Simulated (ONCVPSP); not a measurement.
# Pseudopotential generation for Zn (Z = 30): ONCV, revPBE, scalar-relativistic.

zinc, optimised norm-conserving Vanderbilt (ONCV), made with ONCVPSP 4.0.1 (revPBE, scalar-relativistic). Core [Ne], reference 3s2 3p6 3d10 4s1.5 4p0.5. Waves: 3s+4s: rc 0.95 bohr, ncon 5, nbas 10, qcut 14.7 1/bohr, 3 projectors, debl 2.7 Ha; 3p+4p: rc 1.00 bohr, ncon 4, nbas 8, qcut 11.8 1/bohr, 2 projectors; 3d: rc 0.75 bohr, ncon 5, nbas 9, qcut 11.3 1/bohr, local; f scattering state at 0.16 Ha: rc 0.90 bohr, ncon 4, nbas 9, qcut 14.3 1/bohr, 2 projectors, debl 1.2 Ha. Local part: the d channel. Core correction: Teter function, fcfact 5.5, rcfact 1.6.

Poles of the logarithmic derivatives, all-electron (AE) and pseudo (PS). s: poles at -2.5 (AE) and -2.5 (PS) Ha. p: poles at -1.2 (AE) and -1.2 (PS) Ha. d: poles at 4.8 (AE) and no energy (PS) Ha. f: poles at no energy (AE) and no energy (PS) Ha. Test radii: s 0.96, p 1.02, d 0.76, f 0.91 bohr.

- Cutoffs needed: 525 Ha and 573 Ha (the cutoffs (Ha) at which the residual kinetic energy of the hardest occupied pseudo-wave falls to 1 and 0.1 mHa per electron)
- Ghost test: no bound ghost flagged; no localised positive-energy state flagged
- Configuration tests: 1 of 4 tests not solved or not reliable
- rms error of d²Exc/dni dnj: 1.31 mHa without and 1.27 mHa with the model core
